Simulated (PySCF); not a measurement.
# Correlation energy of Si (silicon, neutral)

[Ne] 3s2 3p2, high-spin 3P determinant. Calculation: PySCF 2.14, in x2c-TZVPPall with one added diffuse shell each of s, p, d type (6s6p4d1f, 51 functions); the spin-free X2C one-electron Hamiltonian (Gaussian nucleus). Frozen: [Ne]; 4 electrons correlated.

```csv
level,correlation energy (mhartree)
CCSD,-74.28
(T),-2.51
CCSD(T),-76.79
CCSDT,-77.56
```

Diagnostics: T1 = 0.012, D1 = 0.0303, largest double amplitude 0.077.

Cost of the coupled-cluster step: about 3 core-seconds, for 4 correlated electrons.
